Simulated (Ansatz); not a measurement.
The same path of CH$_{9}$GeNSi (13 atoms, charge 0, multiplicity 1) was run twice with different band settings. The coordinate that changes most is the height of N1 over the plane of its neighbours.

All numbers below come from RKS PBE-D4/def2-SVP (Ansatz 0.2.0).

Relaxed end points:

```xyz
13
Properties=species:S:1:pos:R:3
N -1.674 0.864 -0.525
C -1.309 -0.549 -0.433
Si 0.572 -0.774 -0.676
Ge 1.760 0.470 0.991
H -2.689 0.985 -0.424
H -1.248 1.398 0.243
H -1.611 -1.085 0.506
H -1.793 -1.107 -1.265
H 0.996 -0.307 -2.042
H 0.929 -2.233 -0.528
H 1.415 -0.048 2.415
H 3.298 0.375 0.809
H 1.374 1.976 0.944
```

```xyz
13
Properties=species:S:1:pos:R:3
N -1.857 0.835 -0.409
C -1.408 -0.559 -0.311
Si 0.474 -0.825 -0.603
Ge 1.719 0.416 1.023
H -1.599 1.229 -1.323
H -1.372 1.417 0.287
H -1.688 -0.965 0.685
H -1.972 -1.177 -1.044
H 0.822 -0.284 -1.968
H 0.898 -2.275 -0.553
H 1.509 -0.163 2.450
H 3.242 0.414 0.724
H 1.252 1.900 1.056
```

Common settings: spring 5.0 eV/Å²; optimiser quadratic models (default); start path IDPP; force threshold 0.05 eV/Å; iteration limit 60; end points relaxed.

| run | movable images | climbing image |
| --- | --- | --- |
| 1 | 7 | yes |
| 2 | 8 | no |

(1) What does each run give, and how far can it be trusted?

Answers

(1) Run 1: converged after 5 iterations, highest image 0.191 eV above the first end. A vibrational analysis at the climbing image gives one clearly imaginary mode, 622i cm⁻¹: a first-order saddle point.
Run 2: converged after 6 iterations, highest image 0.167 eV above the first end. No image climbed, so the highest image needn't sit at the top of the path.
